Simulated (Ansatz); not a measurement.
Mulliken charges of `O[SiH](Cl)O[Si](F)(F)Cl` from r2SCAN/def2-TZVPP in Ansatz (PBE0-D4/def2-TZVP geometry).

| atom | x (Å) | y (Å) | z (Å) | charge (e) |
| --- | --- | --- | --- | --- |
| O1 | -0.722 | -1.170 | -2.010 | -0.376 |
| Si2 | -1.115 | -0.191 | -0.778 | 0.689 |
| Cl3 | -1.182 | 1.688 | -1.541 | -0.223 |
| O4 | 0.013 | -0.264 | 0.400 | -0.348 |
| Si5 | 1.212 | 0.397 | 1.225 | 0.885 |
| F6 | 1.626 | -0.594 | 2.372 | -0.280 |
| F7 | 2.469 | 0.601 | 0.303 | -0.279 |
| Cl8 | 0.695 | 2.164 | 2.031 | -0.195 |
| H9 | -0.587 | -2.104 | -1.838 | 0.207 |
| H10 | -2.409 | -0.527 | -0.164 | -0.079 |

Task: By hand: the dipole of these point charges (1 e Å = 4.8032 D).

Result: Σ q r = (-0.376, -0.442, -0.004) e Å, of length 0.580 e Å = 2.79 D.

Task: How does the dipole of the full density compare? (An estimate is asked.)

Result: Ansatz gave: (-0.237, -0.398, 0.001) e Å, 2.22 D; the point charges give 1.26 times that, at 10° from its direction.

Point charges leave out the atoms' own dipoles, such as those of lone pairs, and Mulliken's split depends on the basis, so the two needn't agree.
